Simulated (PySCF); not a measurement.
**Working with the constants of CaP**

ROHF-CCSD(T) constants of CaP, ²Π (doublet), unpaired electrons π ↑ (PySCF, no relativity, basis sets Ca 6-31G(d,p), P 6-31G(d,p); masses 39.9626 and 30.9738 u):

- ωe: 324.6 cm⁻¹
- ωexe: 1.32 cm⁻¹
- Be: 0.13904 cm⁻¹
- αe: 0.000719 cm⁻¹
- D (centrifugal): 1.02e-07 cm⁻¹
- De to Ca + P: 0.235 eV

(1) Give the vibrational terms G(v) and spacings up to v = 6.

A state of this spin cannot dissociate to the ground-state fragments, so its own limit lies higher than the one that De refers to.

Correlated steps freeze 10 core orbitals. The bond is weak. Basis-set superposition, not corrected here, can be much of De in a small basis, most of all at correlated wavefunction levels. The CCSD T1 diagnostic is raised, a sign that a single reference may not be enough here. The state is the lowest determinant that a PBE0 search found; another state may lie lower at other levels.

Results:

(1) G(v) = ωe(v+½) − ωexe(v+½)².

| v | G(v) (cm⁻¹) | G(v) − G(v−1) | Bv (cm⁻¹) |
| --- | --- | --- | --- |
| 0 | 162 |  | 0.1387 |
| 1 | 484 | 322 | 0.1380 |
| 2 | 803 | 319 | 0.1372 |
| 3 | 1120 | 317 | 0.1365 |
| 4 | 1434 | 314 | 0.1358 |
| 5 | 1745 | 311 | 0.1351 |
| 6 | 2054 | 309 | 0.1344 |
